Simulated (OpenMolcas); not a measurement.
**Xe²⁺: effect of the active space**

```yaml
Program: OpenMolcas 26.06
Method: CASSCF
Basis: ANO-RCC-VDZP
Scalar_Hamiltonian: DKH2, point nucleus
Spin-orbit_coupling: state interaction with AMFI integrals over the reference wave functions, term energies averaged over their components
```

A. 4 electrons in 3 orbitals (5p); 2S+1 = 3 even, 3 roots; 2S+1 = 1 even, 6 roots; cost of the order of 2.6 core-seconds
B. 6 electrons in 4 orbitals (5s 5p); 2S+1 = 3 even, 3 roots; 2S+1 = 1 even, 6 roots; 2S+1 = 3 odd, 3 roots; 2S+1 = 1 odd, 3 roots; cost about 10 core-seconds

Energies in cm-1 above 5s2 5p4 3P2, the measured ground level; measured values from Saloman, J. Phys. Chem. Ref. Data 33, 765 (2004).

| Level | A | B | Measured |
| --- | --- | --- | --- |
| 5s2 5p4 3P2 | 0.0 | 0.0 | 0.0 |
| 5s2 5p4 3P0 | 8733 | 7795 | 8130 |
| 5s2 5p4 3P1 | 9298 | 9300 | 9794 |
| 5s2 5p4 1D2 | 19051 | 19054 | 17099 |
| 5s2 5p4 1S0 | 39569 | 34379 | 36103 |

Deviations, from unrounded energies. A percentage is the sum of absolute deviations over the sum of measured energies, with the sign that they share, or ± where signs differ.

| Against measurement | Levels | A | B |
| --- | --- | --- | --- |
| mean absolute deviation (cm-1) | 4 | 1600 | 1100 |
| fine structure of the ground term (%) | 2 | ±6.1 | -4.6 |
| other terms of the ground configuration (%) | 2 | +10.2 | ±6.9 |

B lies closest to measurement on these levels. The largest miss of B in the table is 5s2 5p4 1D2, by +2000 cm-1. The ranking rests on the paired levels alone, and a cruder setting can come out closer through cancelling errors.

Between A and B the level of the table that moves most is 5s2 5p4 1S0, by 5200 cm-1 (lowest in B, highest in A).

With the s shell closed, the reference lacks s² → p² mixing (holds for A). Computed and measured levels are paired by configuration, term and J; levels that our copy of the source lacks, or whose pairing is in doubt (as where it misses far off the trend of its configuration), stay unpaired and out of the deviations. Levels of configurations outside the active space are missing. The table leaves out levels that lie high or whose names do not pair safely across all columns.
